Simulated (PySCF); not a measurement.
CH7ClFNSi2, SMILES C[Si@](F)(Cl)N[SiH3].

The structure is a stationary point at PBE0-D3(BJ)/def2-SVP. The structure was generated by enumeration; whether it is a known compound was not checked. The values are those of a single conformer.

Level of theory: PBE0-D3(BJ)/def2-SVP in PySCF.

Frequencies are harmonic and unscaled.

```tsv
mode	ν (cm⁻¹)	IR (km/mol)	moving atoms (share of kinetic energy)
1	28	1.3	H 30 %, Si 23 %, N 21 %, F 17 %
2	57	0.1	H 87 %
3	121	1.5	H 28 %, Si 26 %, Cl 19 %, C 16 %
4	147	0.7	H 82 %
5	183	0.3	C 35 %, H 29 %, Cl 17 %, F 9 %
6	205	5.6	F 30 %, Si 28 %, Cl 19 %, N 12 %, H 10 %
7	248	6.7	H 26 %, F 22 %, Si 18 %, C 16 %, N 12 %
8	301	19.9	F 32 %, H 23 %, Si 20 %, N 15 %
9	303	5.1	Cl 30 %, Si 22 %, F 22 %, H 12 %, N 10 %
10	419	66.7	H 73 %, N 20 %
11	525	60.3	Cl 30 %, Si 25 %, H 17 %, C 13 %, N 9 %
12	627	43.7	Si 42 %, H 39 %, N 9 %
13	718	48.9	H 70 %, Si 11 %, N 10 %
14	719	32.2	H 52 %, C 20 %, Si 17 %
15	783	11.6	H 61 %, C 17 %, F 9 %
16	802	65.5	H 60 %, C 20 %, Si 14 %
17	824	183.8	H 38 %, Si 27 %, N 23 %, C 11 %
18	910	105.3	Si 40 %, F 38 %, H 13 %
19	931	99.5	H 93 %
20	948	326.4	H 71 %, Si 17 %, N 11 %
21	963	219.7	H 77 %, Si 11 %, N 10 %
22	1008	25.3	H 71 %, N 15 %, Si 13 %
23	1206	289.4	H 60 %, N 35 %
24	1278	47.8	H 76 %, C 23 %
25	1423	8.3	H 96 %
26	1424	3.1	H 96 %
27	2226	136.9	H 96 %
28	2233	115.2	H 98 %
29	2254	90.2	H 97 %
30	3069	0.2	H 97 %
31	3177	0.3	H 91 %, C 9 %
32	3183	0.1	H 91 %, C 9 %
33	3607	57.2	H 93 %
```
